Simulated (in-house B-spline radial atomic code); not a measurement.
Configurations of Er5+, with energies counted from [Kr] 4d10 4f10 5s2 5p5. All numbers are computed (Dirac-Hartree-Fock, average of configuration; Fermi nucleus of rms radius 5.2516 fm) with an all-electron radial atomic-structure program (B-spline basis), not measured. Energies include first-order Breit, QED and recoil terms.

Occupations are held fixed; configurations that lie above the ionisation limit could autoionise.

```csv
configuration,E - E(ref) (eV),highest orbital,its <r> (bohr)
[Xe] 4f9,-14.146,4f7/2,0.688
[Kr] 4d10 4f10 5s2 5p4 6s1,44.405,6s1/2,2.576
[Kr] 4d10 4f9 5s2 5p5 7d1,62.446,7d5/2,6.001
[Kr] 4d10 4f10 5s2 5p4 6d1,63.574,6d5/2,3.72
[Kr] 4d10 4f9 5s2 5p5 8d1,68.326,8d5/2,8.81
[Kr] 4d10 4f10 5s2 5p4 7d1,74.519,7d5/2,6.048
[Kr] 4d10 4f10 5s2 5p4 7g1,83.474,7g7/2,10.45
[Kr] 4d9 4f10 5s2 5p5 6s1,207.55,6s1/2,2.547
[Kr] 4d9 4f10 5s2 5p5 8s1,239.1,8s1/2,6.788
[Kr] 4d9 4f10 5s2 5p5 8g1,249.57,8g7/2,14.16
```

Question: Order these further configurations by energy, lowest first.
A. [Kr] 4d10 4f9 5s2 5p5 6g1
B. [Kr] 4d9 4f10 5s2 5p6
C. [Kr] 4d9 4f10 5s2 5p5 6g1
D. [Kr] 4d9 4f10 5s2 5p5 9g1
E. [Kr] 4d10 4f9 5s2 5p5 9s1

Answer: A (67.915 eV), E (68.881 eV), B (161.26 eV), C (243.58 eV), D (251.19 eV).

Question: How far above the reference does [Kr] 4d10 4f9 5s2 5p5 9g1 lie?

Answer: 75.531 eV; its least bound orbital is 9g7/2 with <r> = 18.39 bohr.

Question: How far above the reference does [Kr] 4d10 4f10 5s2 5p4 8g1 lie?

Answer: 85.835 eV; its least bound orbital is 8g7/2 with <r> = 14.17 bohr.

Question: How far above the reference does [Kr] 4d9 4f10 5s2 5p5 5g1 lie?

Answer: 237.58 eV; its least bound orbital is 5g7/2 with <r> = 4.518 bohr.

Question: Is the reference the lowest configuration at this level of theory?

Answer: No: [Xe] 4f9 lies 14.15 eV lower. Averages of configurations without correlation can order differently from the measured ground levels.
